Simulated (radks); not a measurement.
The numbers below are computed, except where a source is named.
Task: Coherent X-ray form factor from a spherical all-electron density. Level of theory: scalar-relativistic Kohn-Sham, LDA (Slater exchange, Perdew-Wang correlation), spin-unpolarised, spherical densities, finite nucleus; Fermi nuclear charge, rms radius of each element as measured or else 0.836 A^(1/3) + 0.57 fm (a radial shooting solver on a logarithmic mesh with Libxc functionals).

sin(theta)/lambda (1/angstrom)  f0 (electrons)
0.05                                    44.455
0.1                                     42.921
0.15                                    40.654
0.2                                     37.975
0.25                                    35.177
0.3                                     32.473
0.4                                     27.789
0.5                                     24.238
0.6                                     21.630
0.8                                     18.038
1                                       15.272
1.25                                    12.200
1.5                                      9.675
2                                        6.646

The species is in the configuration that NIST lists as its ground one. Which atom or ion scatters so?

Result: The silver ion Ag2+, [Kr] 4d9. Extrapolating in s^2 from the first two rows gives f0(0) = 45.0, near the electron count 45; among species with that count, the fall with angle is slower the higher Z, and the table is that of Z = 47; from so few rows the species is fixed only to a neighbour or two.
